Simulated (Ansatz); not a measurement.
Total energies of TcO3(NH2) (TcNO₃H₂) from Ansatz at PBE-D4/def2-TZVPD, gas phase (1 Eh = 27.2114 eV = 2625.5 kJ/mol). The reference geometry is relaxed at PBE-D4/def2-SVP.

Cartesian coordinates in Å:
```
Tc -0.5597 0.0056 0.4942
O 0.0899 0.3858 2.0150
O -1.6594 1.2065 0.0318
O -1.2505 -1.5389 0.5643
N 0.8053 -0.0391 -0.8383
H 1.1156 0.8029 -1.3333
H 1.4587 -0.8227 -0.9338
```

| state | geometry | energy (Eh) |
| --- | --- | --- |
| charge 0 singlet | reference | -362.45102 |
| charge -1 doublet | reference | -362.49392 |
| free Tc atom (sextet) | – | -80.71926 |
| free O atom (triplet) | – | -75.01069 |
| free N atom (quartet) | – | -54.53224 |
| free H atom (doublet) | – | -0.49962 |

In the def2 sets Tc takes a core potential; there is no spin–orbit coupling.

Question: Work out the vertical electron affinity, to the doublet.

Answer: E(charge 0 singlet) − E(charge -1 doublet) = -362.45102 − (-362.49392) = 0.04290 Eh = 1.17 eV.

Question: What is the binding energy per atom against free atoms?

Answer: Atoms: 1 × (-80.71926) + 3 × (-75.01069) + 1 × (-54.53224) + 2 × (-0.49962) = -361.28281 Eh. Binding: -361.28281 − (-362.45102) = 1.16821 Eh = 31.79 eV, or 4.54 eV for each of 7 atoms (no zero-point energy, no counterpoise term).

The restricted singlet is unstable towards broken spin symmetry in Hartree–Fock (as tested in another run); at PBE-D4/def2-TZVPD this wasn't settled. At PBE-D4/def2-TZVPD the highest occupied level of the charge -1 doublet lies above zero (up to 2.01 eV). By energy differences its removal costs 1.17 eV (vertical, to the charge 0 singlet, at PBE-D4/def2-TZVPD); a positive level beside a positive removal energy at the same level points to self-interaction error.
